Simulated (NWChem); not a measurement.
**Which level was it?**

SbCl3: 4 atoms, total charge 0, spin state singlet. SMILES: `[Cl][Sb]([Cl])[Cl]`. Geometry: relaxed at PBE0-D4/def2-TZVP.

```
atom    x (Å)    y (Å)    z (Å)
  Cl   0.4866   0.2837   1.9650
  Sb   0.8059  -0.2239  -0.2908
  Cl  -0.9439  -1.7527  -0.5125
  Cl  -0.2930   1.6325  -1.1821
```

Orbital energies are those of the mean-field step.

A calculation with NWChem 7.3.0 gave:

```json
{
  "total energy": "-7657.6617 Eh",
  "dipole moment": "4.22 D",
  "HOMO energy": "-11.26 eV",
  "LUMO energy": "0.42 eV",
  "HOMO–LUMO gap": "11.68 eV",
  "largest force": "2.686 eV/Å"
}
```

Which of these levels gave the numbers?
A. M06-2X/def2-SVP (core potential)
B. MP2/STO-3G
C. BLYP/3-21G
D. HF/3-21G

D. The others give -1620.4096 Eh (M06-2X/def2-SVP (core potential)), -7662.3023 Eh (BLYP/3-21G), -7615.2944 Eh (MP2/STO-3G).
